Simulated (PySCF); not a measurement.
## Calculated data, BFH₃OSi

All values are calculated (PySCF 2.14.0). Calculation on a computer-drawn molecule: the log of a Hartree-Fock and frozen-core CCSD(T) single point meant for a local Hartree-Fock minimum, with one planted fault or none, to be diagnosed. Offsets are logged minus clean, where the clean run is the same molecule without the fault. The reference is restricted for singlets and unrestricted otherwise, and also for a bond in bohr or an excited solution. Adding or removing an electron swaps singlet and doublet. The excited solution moves the top pair (singlet) or top alpha electron (doublet) to the lowest empty orbital. Highest occupied and lowest empty are orbital energies over both spins, largest force is the largest gradient component, triples share is (T) over the correlation energy, the T1 limit is 0.02 restricted and 0.045 unrestricted, electrons count all cores, a negative frequency is imaginary (commonest isotopes), and the dipole is about the centre of nuclear charge.

BFH₃OSi

Logged structure:
```xyz
7
BFH3OSi
O     -0.7519    -0.5825    -1.7691
B     -0.1509    -0.1622    -2.9367
F     -0.8617    -0.6081    -4.0195
Si     1.4465     1.1105    -3.0623
H     -0.2367    -0.3088    -1.0298
H      2.1397     0.6854    -1.7567
H      2.3191     0.3444    -4.0515
```

* meant charge: -1
* meant multiplicity: 1
* meant basis: aug-cc-pV(D+d)Z
* logged electrons: 40
* logged basis functions: 27
* logged SCF converged: yes
* logged spin squared: 0
* logged highest occupied: 3.0204 eV
* logged lowest empty: 15.67 eV
* logged largest force: 0.041226 hartree/bohr
* logged T1 diagnostic: 0.015789
* logged D1 diagnostic: 0.070149
* logged triples share: 0.034734
* logged CC converged: yes
* logged dipole magnitude: 4.0146 debye
* logged SCF stable within its kind: yes
* logged energy HF: -483.48679 hartree
* logged energy CCSD(T): -483.65035 hartree
* possible faults: no fault, one electron removed, one electron added, multiplicity raised by two, geometry at a saddle point, SCF held on an excited solution, minimal basis STO-3G, one bond length entered in bohr, all coordinates scaled
* planted fault: ?

Drawn bonds:
```tsv
atom	other atom	order
1	2	1
2	3	1
2	4	1
1	5	1
4	6	1
4	7	1
```

Notes: highest electron not bound in this basis.

Questions
1. Give the missing planted fault for BFH₃OSi.

Answers
1. minimal basis STO-3G

Further results for BFH₃OSi:

- HF energy offset from clean run: 3953 kcal/mol
- CCSD(T) energy offset from clean run: 4264 kcal/mol
